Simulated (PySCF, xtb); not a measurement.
GeH₆O₂Si, SMILES [OH][GeH2][SiH2]O.

xtb with GFN2-xTB at its own geometry gives an orbital gap of 4.92 eV and a dipole moment of 2.02 D.

Geometry: B3LYP-D3(BJ)/def2-SVP. This is a generated structure with no PubChem entry under its InChIKey; it may be hypothetical. One conformer was computed; it need not be the lowest.

What does PBE/def2-TZVP (PySCF) give? (The exact figures need the calculation; the answer reports its results.)

gap 5.20 eV (levels -6.87 and -1.66 eV), dipole 2.33 D.
